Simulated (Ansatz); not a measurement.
The same atomization along the group F, Cl, Br, I.

Computed with Ansatz on PBE0-D4/def2-TZVP structures; ΔE is electronic, products minus reactants. CCSD(T)/CBS adds triple-zeta CCSD(T) − MP2 to the extrapolated MP2 energy (def2 sets, frozen cores). This one scheme is used for every species, atoms too. DFT in def2-TZVPP. Open shells (•) are unrestricted, without spin–orbit coupling. Spin–orbit coupling would lower the free atoms: a little for C, Cl, F, Si; clearly for Br; strongly for I. def2 core potentials past Kr. For Br, I outer-core shells are correlated without core-valence functions, so the limit isn't a true one: a few kJ/mol of doubt a bond, and 10 to 20 or more in all where bonds break to atoms. Scalar relativity is left out up to krypton. Each species was taken in one conformer, which may not be the lowest.

```
                                   reaction  CCSD(T)/CBS(def2) (kJ/mol)
  `F[SiH2]C[SiH3]` → C• + 7 H• + F• + 2 Si•                        3770
`[SiH3]C[SiH2]Cl` → C• + 7 H• + Cl• + 2 Si•                           ?
`[SiH3]C[SiH2]Br` → C• + 7 H• + Br• + 2 Si•                        3540
  `[SiH3]C[SiH2]I` → C• + 7 H• + I• + 2 Si•                        3476
```

**Question.** Fill in the missing values. (Estimate.)

**Answer.** Ansatz gave: `[SiH3]C[SiH2]Cl` → C• + 7 H• + Cl• + 2 Si•: +3591.0 kJ/mol.

Largest T1 diagnostic: 0.012, for Si•.

For atomizations the MP2-based limit and the directly extrapolated one differ by several kJ/mol either way, and by 10 to 25 for some Ge, Se and Sn compounds, so smaller differences from it don't rank the levels.
